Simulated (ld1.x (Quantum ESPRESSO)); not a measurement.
# cerium (Ce), TM: configuration errors across variants

ld1.x (Quantum ESPRESSO) 7.5 input, shortened:

```
&input
   title='Ce', zed=58., rel=1, dft='PBE', iswitch=3,
   config='[Xe] 4f1 5d1 6s1 6p1'
 /
 &inputp
   pseudotype=2, tm=.true., lloc=0,
   nlcc=.false.
 /
3
5P  2  1   6.00   0.00  2.60  2.60  0.0
5D  3  2   1.00   0.00  2.85  2.85  0.0
5S  1  0   2.00   0.00  1.55  1.55  0.0
 &test
   configts(1)='5s2 5p6 5d1 6s1 6p1'
 /
```

Occupied shells without a wave of their own: 6p, 6s. They enter only through the test configuration that unscreens the potential.

All-electron excitation energies from the reference (eV): (1) 5s2 5p6 5d1 6s2 6p0 -2.450; (2) 5s2 5p6 5d1 6s1 6p0 3.620; (3) 5s2 5p6 5d1 6s0 6p0 14.701; (4) 5s2 5p6 5d0 6s2 6p1 -0.155; (5) 5s2 5p6 5d1 6s0 6p1 6.670; (6) 5s2 5p6 5d1 6s0 6p2 2.548; (7) 5s2 5p6 5d1.5 6s1.5 6p0 -2.053.

The file “all radii scaled by about 1.30 (s 2.02, p 3.38, d 3.70 bohr)” misses its own reference levels by 0.3 eV. The file “all radii scaled by about 1.39 (s 2.16, p 3.60, d 3.96 bohr)” misses its own reference levels by 0.5 eV.

Errors AE − PS in meV (a dash: test not solved or not reliable):

| change | (1) | (2) | (3) | (4) | (5) | (6) | (7) | bound ghosts |
| --- | --- | --- | --- | --- | --- | --- | --- | --- |
| base | +22 | -42 | -147 | +57 | -65 | -22 | -0.1 | none |
| all radii scaled by about 0.77 (s 1.18, p 2.00, d 2.18 bohr) | +172 | -1.8 | -327 | +232 | -254 | -203 | +77 | none |
| all radii scaled by about 0.84 (s 1.30, p 2.20, d 2.40 bohr) | +56 | -21 | -154 | +86 | -97 | -63 | +20 | none |
| all radii scaled by about 0.91 (s 1.42, p 2.36, d 2.60 bohr) | +32 | -30 | -133 | +60 | -69 | -34 | +6.8 | none |
| all radii scaled by about 0.95 (s 1.46, p 2.46, d 2.70 bohr) | +26 | -33 | -129 | +55 | -63 | -27 | +3.4 | none |
| all radii scaled by about 1.05 (s 1.64, p 2.74, d 3.00 bohr) | +28 | -49 | -174 | +70 | -79 | -29 | +1.3 | none |
| all radii scaled by about 1.17 (s 1.82, p 3.04, d 3.34 bohr) | +75 | -60 | -288 | +142 | -155 | -82 | +21 | none |
| all radii scaled by about 1.24 (s 1.92, p 3.22, d 3.54 bohr) | +162 | -61 | -452 | +260 | -284 | -186 | +61 | none |
| all radii scaled by about 1.30 (s 2.02, p 3.38, d 3.70 bohr) | +259 | -58 | -621 | +385 | -423 | -301 | +108 | none |
| all radii scaled by about 1.39 (s 2.16, p 3.60, d 3.96 bohr) | +399 | -46 | -852 | +559 | -620 | -473 | +177 | none |

Task: Give the same row for: all radii scaled by about 1.12 (s 1.74, p 2.90, d 3.18 bohr).

Result: +59, -55, -246, +116, -128, -64, +14; bound ghosts: none.
